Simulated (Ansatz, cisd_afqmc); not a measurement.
Species: AlPH$_{4}$, charge 0, singlet. AlPH4 (SMILES [AlH2][PH2]).
B3LYP-D3(BJ)/def2-TZVP minimum from Ansatz (an electronic-structure program):
```
Al
H 1 1.5801
H 1 1.5801 2 121.00
P 1 2.3300 2 119.37 3 -174.16
H 4 1.4183 1 94.96 2 -44.88
H 4 1.4183 5 95.50 1 95.48
```
Charge 0, spin multiplicity 1.

Atomisation energy term by term, kcal/mol (programs: Ansatz, cisd_afqmc). Radicals and triplets start from unrestricted determinants; spin-orbit coupling is neglected. Correlated methods leave the cores frozen. Rows without X2C or -DK are non-relativistic. AFQMC is phaseless with a CISD trial state; ± is one standard error, without the phaseless bias. Outlying blocks are dropped, and bars are widened where a walk drifts. Over all cases where full CI ran beside it in this data, AFQMC minus full CI had a median of +0.1 mEh and passed +0.4 mEh in a tenth of the cases. CBS(X,Y): correlation extrapolated as X^-3, Hartree-Fock from the larger set (Q,5: extrapolated as (X+1)exp(-9√X)). A bracket is a step between two methods taken in the basis named. '+ core + X2C': CCSD(T) terms for core correlation (cc-pwCVTZ, 1s frozen past Ne) and scalar relativity (cc-pVTZ-DK). For partners of very few electrons the exact lower level stands in for a higher one.

```json
[
 {"term": "Hartree-Fock", "basis": "CBS(cc-pV(Q+d)Z,cc-pV(5+d)Z)", "kcal/mol": "258.83"},
 {"term": "CCSD correlation", "basis": "CBS(cc-pV(Q+d)Z,cc-pV(5+d)Z)", "kcal/mol": "91.91"},
 {"term": "(T)", "basis": "CBS(cc-pV(Q+d)Z,cc-pV(5+d)Z)", "kcal/mol": "3.86"},
 {"term": "CCSDT(Q) - CCSD(T)", "basis": "cc-pV(T+d)Z", "kcal/mol": "0.21"},
 {"term": "core correlation", "basis": "cc-pwCVTZ", "kcal/mol": "-0.43"},
 {"term": "scalar relativity", "basis": "X2C, cc-pVTZ-DK", "kcal/mol": "-0.87"},
 {"term": "sum: De", "basis": "", "kcal/mol": "353.5"}
]
```

The step beyond CCSD(T) by other levels: AFQMC/CISD in cc-pV(D+d)Z 0.30 ± 0.32; CCSDT(Q) in cc-pV(D+d)Z 0.38 kcal/mol.
